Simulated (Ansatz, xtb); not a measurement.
Isomers of C5H7NO2 in order of energy

8 gas-phase structures of C5H7NO2, from a drawn sample of its isomers (lower ones may exist). Each was relaxed with GFN2-xTB; where two conformers were screened, the lower at r2SCAN-D4/def2-SVP is listed:

A. `CO[C@@H]1C[C@H](C#N)O1`, a singlet
B. `CO[C@@]1(C#N)CCO1`, a singlet
C. `CO[C@@H]1OC[C@H]1C#N`, a singlet
D. `CO[C@@H]1CO[C@H]1C#N`, a singlet
E. `CO[C@@H]1OC[C@@H]1C#N`, a singlet
F. `CO[C@@H]1C[C@@H](C#N)O1`, a singlet
G. `COC1(C#N)COC1`, a singlet
H. `CO[C@@H]1CO[C@@H]1C#N`, a singlet

Estimate their order in r2SCAN-D4/def2-SVP energy at these geometries, lowest first.

Calculated order at r2SCAN-D4/def2-SVP: C (0.0), F (0.4), A (0.5), E (0.6), B (1.6), H (10.2), D (10.4), G (12.0) kcal/mol. Less than 1 kcal/mol parts C and F; F and A; A and E; H and D, so the order within those pairs means little.

Energies above the lowest of each column, in kcal/mol; the last columns are at B3LYP-D3(BJ)/def2-SVP geometries and were run for some of them only (a dash: not run or not comparable):

```tsv
structure	GFN2-xTB	HF/STO-3G	r2SCAN-D4/def2-SVP	B3LYP-D3(BJ)/def2-SVP	CCSD(T)/def2-SVP + ΔMP2/def2-TZVPP
C	0.0	0.8	0.0	0.0	0.0
F	1.7	0.0	0.4	0.6	0.4
A	1.9	0.3	0.5	0.6	0.5
E	1.7	1.4	0.6	0.6	0.8
B	3.5	0.8	1.6	1.9	1.7
H	8.9	7.1	10.2	9.6	10.0
D	7.8	6.4	10.4	–	–
G	8.9	8.5	12.0	–	–
```

CCSD(T)/def2-SVP + ΔMP2/def2-TZVPP has A and C and E and F within 1 kcal/mol of each other at the bottom, and every level picks one of them. Flexible structures stand in one conformer each, not always the lowest. Frequencies (GFN2-xTB) were run for A, B, C, E, F, H alone. ΔMP2 is the change of the MP2 energy from the smaller to the larger basis.

Over these structures GFN2-xTB departs from r2SCAN-D4/def2-SVP by 1.6 kcal/mol on average once a common shift is removed. A GFN2-xTB relaxation took about 0.11 s and the r2SCAN-D4/def2-SVP energy about 4.8 s on a shared host (Ansatz 0.2.0, xtb 6.7.1).
